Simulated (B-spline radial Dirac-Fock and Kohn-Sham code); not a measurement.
**Binding energies of As³⁺ in different valence configurations**

These are calculated numbers from a radial B-spline solver; the model is relaxed Dirac-Fock hole states (ΔSCF) with Breit and QED corrections and a finite nucleus. Correlation and solid-state effects are left out.

Reference: the tabulated ground configuration [Ar] 3d10 4s2, with 1s 11913.4 eV, 2p1/2 1406.2 eV, 2p3/2 1370.3 eV, 3p1/2 194.0 eV, 3p3/2 189.0 eV, 4s 47.84 eV, Kα1 10543.1 eV, Kβ1 11724.4 eV.

Q: One of these configurations gives the following shifts from the reference, in eV: average energy +9.76, 1s +1.31, 2p1/2 +1.45, 2p3/2 +1.45, 3p1/2 +1.49, 3p3/2 +1.49, 4s +2.36, Kα1 -0.14, Kβ1 -0.19. Which?
A. [Ar] 3d9 4s2 4p1
B. [Ar] 3d10 4s1 4p1

A: B. The others give [Ar] 3d9 4s2 4p1: 1s +15.59.
